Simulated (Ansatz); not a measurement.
Relaxation of ClF$_{3}$H$_{4}$OSi$_{2}$ (11 atoms, charge 0, multiplicity 1), to a largest force component of 0.03 eV/Å in at most 50 steps.

These are results of Ansatz 0.2.0, RKS PBE0-D4/def2-SVP, not measurements.

```xyz
11
Properties=species:S:1:pos:R:3
Si 0.098 -0.483 -0.480
O 0.237 -0.074 2.363
Si -1.219 -0.248 3.189
H -2.054 -1.338 2.596
H -0.960 -0.587 4.623
H -1.920 1.058 3.085
F 1.209 0.635 -0.283
F -1.339 -0.010 0.023
F -0.047 -0.742 -2.049
Cl 0.685 -2.305 0.360
H 0.850 -0.835 2.463
```

Where does it end, and by what steps?

The forces met the threshold. The force dipped under the threshold on the way, but the program's further checks kept it going. After 35 steps the energy has fallen by 0.129 eV; H11 moved furthest, 0.98 Å.

```tsv
step	energy less start (eV)	largest force component (eV/Å)	accepted
0	0.0000	0.942	yes
2	-0.0651	0.214	yes
4	-0.0779	0.363	yes
6	-0.0886	0.130	yes
8	-0.0921	0.825	no
10	-0.1034	0.496	yes
12	-0.1102	0.314	yes
14	-0.1145	0.114	yes
16	-0.1157	0.032	yes
18	-0.1166	0.065	yes
20	-0.1177	0.116	yes
22	-0.1179	0.402	no
24	-0.1206	0.305	yes
26	-0.1229	0.086	yes
28	-0.1248	0.450	no
30	-0.1261	0.071	yes
32	-0.1277	0.239	yes
34	-0.1291	0.041	yes
35	-0.1293	0.027	yes
```

```xyz
11
Properties=species:S:1:pos:R:3
Si 0.096 -0.581 -0.245
O 0.153 -0.407 2.105
Si -1.226 -0.348 3.092
H -2.097 -1.453 2.623
H -0.793 -0.570 4.503
H -1.906 0.973 2.989
F 1.346 0.382 0.069
F -1.352 0.020 0.115
F 0.064 -0.531 -1.852
Cl 0.345 -2.553 0.150
H 0.910 0.139 2.342
```

Whether the end is a true minimum wasn't checked by a vibrational analysis.

Run time: 47 s on 4 threads of AMD EPYC 9R45 96-Core Processor (Zen 5), with other jobs on the host, peak memory 0.37 GiB.
